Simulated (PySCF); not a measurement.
# How methods differ on the ionisation energy of Cs³¹⁺

Cs³¹⁺ [Ar] 3d6 (5D) → Cs³²⁺ [Ar] 3d5 (6S), as a difference of total energies. All numbers are calculated (PySCF 2.14, scalar relativity by spin-free X2C-1e, in an uncontracted even-tempered set (18 s from 4.7 bohr⁻², ratio 2.5; 12 p from 6.1 bohr⁻², ratio 2.5; 8 d from 6.1 bohr⁻², ratio 2.5; 4 f from 25 bohr⁻², ratio 2.7; 3 g from 37 bohr⁻², ratio 2.7)). Correlated levels: outer shells: [Ne] frozen; virtual orbitals above 40 to 60 times the deepest correlated orbital energy dropped. The calculations carry no spin-orbit coupling.

```csv
method,ionisation energy (eV)
UHF,1931.3
LDA,1933.6
PBE,1934.3
PBE0,1934.1
r2SCAN,1934.3
BHandHLYP,1933.8
MN15,1932.5
MP2 (outer shells),1932.6
SCS-MP2 (outer shells),1932.8
```

A first-order spin-orbit estimate (lowest level to lowest level, LS coupling) adds 6.467 eV.

Breit and QED terms and the two-electron picture change are absent.

First order in ζ underestimates the shift of j = l − 1/2 levels at high Z.

For comparison: 1936 ± 4 eV (theoretical estimate listed by NIST; NIST Atomic Spectra Database, ionization energies).
